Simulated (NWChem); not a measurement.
System: BeH$_{2}$S; SMILES [BeH][SH]

The following NWChem deck was run.

```
start job
memory heap 200 mb stack 900 mb global 1100 mb
geometry units angstroms
  Be     0.103550    -1.305173     0.000000
  H      0.068015    -2.638136     0.000000
  S      0.162858     0.609725     0.000000
  H     -1.188377     0.702393     0.000000
end
basis spherical
  Be library def2-svp
  H library def2-svp
  S library def2-svp
end
dft
  xc slater vwn_5
  iterations 150
end
driver
  maxiter 120
end
task dft optimize
task dft freq
```

The level has its own optimisation; frequencies are unscaled.

Give the results of this calculation. (LDA (Slater exchange, VWN5)/def2-SVP.) Quantities: r Be–H (Å); r Be–S (Å); r H–S (Å); highest harmonic frequency (cm⁻¹); lowest (cm⁻¹); zero-point energy (kcal/mol); dipole (D).


* **r Be–H (Å)**: 1.345
* **r Be–S (Å)**: 1.903
* **r H–S (Å)**: 1.369
* **highest harmonic frequency (cm⁻¹)**: 2592
* **lowest (cm⁻¹)**: 409
* **zero-point energy (kcal/mol)**: 10.0
* **dipole (D)**: 0.97
